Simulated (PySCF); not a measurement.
Hf(H)3(SH) (H₄HfS), SMILES [SH][HfH3], multiplicity 1.

Geometry: PBE0-D3(BJ)/def2-TZVP. The multiplicity is an assumed one; other spin states were not compared. The def2 effective core potentials stand for the cores of Hf; spin–orbit coupling is left out.

These are PySCF with B3LYP/def2-TZVPD values and carry that method's errors.

Symmetry labels are those of the subgroup Cs that the program uses (full group Cs).

Task: List the valence orbital energies around the gap with their symmetry. (An estimate is asked for; the answer gives what the named calculation found.)

Result: 
```json
[
 {"orbital": "HOMO−7", "symmetry": "A\"", "energy (eV)": "-36.50"},
 {"orbital": "HOMO−6", "symmetry": "A'", "energy (eV)": "-19.92"},
 {"orbital": "HOMO−5", "symmetry": "A'", "energy (eV)": "-11.59"},
 {"orbital": "HOMO−4", "symmetry": "A'", "energy (eV)": "-9.64"},
 {"orbital": "HOMO−3", "symmetry": "A'", "energy (eV)": "-8.62"},
 {"orbital": "HOMO−2", "symmetry": "A\"", "energy (eV)": "-8.31"},
 {"orbital": "HOMO−1", "symmetry": "A'", "energy (eV)": "-8.30"},
 {"orbital": "HOMO", "symmetry": "A\"", "energy (eV)": "-7.92"},
 {"orbital": "LUMO", "symmetry": "A'", "energy (eV)": "-2.31"},
 {"orbital": "LUMO+1", "symmetry": "A\"", "energy (eV)": "-2.24"},
 {"orbital": "LUMO+2", "symmetry": "A'", "energy (eV)": "-2.01"},
 {"orbital": "LUMO+3", "symmetry": "A'", "energy (eV)": "-1.61"}
]
```
